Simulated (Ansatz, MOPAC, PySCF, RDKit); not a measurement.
Complex: H2O (SMILES O) (first 3 atoms) with CHN (SMILES C#N); geometry from B3LYP-D3(BJ)/def2-TZVP.
(charge 0, multiplicity 1):
```xyz
6

O     -0.083    -0.078    -0.103
H      0.709    -0.232    -0.628
H     -0.828    -0.231    -0.694
C     -0.218    -0.262     2.974
N     -0.267    -0.348     4.117
H     -0.172    -0.183     1.901
```

Counterpoise-corrected where a basis set is named; no monomer relaxation. Rows marked so take none.

Rows in 6-31G* carry no dispersion term and start afresh at each structure (6-31G* with six Cartesian d functions). The state that PM3 reach isn't checked.

Codes used: Ansatz (a program for electronic structure) with Gaussian orbitals; MOPAC for PM3 (differences of heats of formation); PySCF for 6-31G* rows; RDKit for the force fields. 

### Question
One of these levels gives -22.7 kJ/mol for the interaction energy. Which one is it?
(A) MMFF94
(B) PM3
(C) B3LYP/6-31G* (no counterpoise)
(D) BHLYP/def2-TZVPPD

### Answer
D, BHLYP/def2-TZVPPD. The others give -1.6 (MMFF94), -11.8 (PM3), -30.3 (B3LYP/6-31G* (no counterpoise))
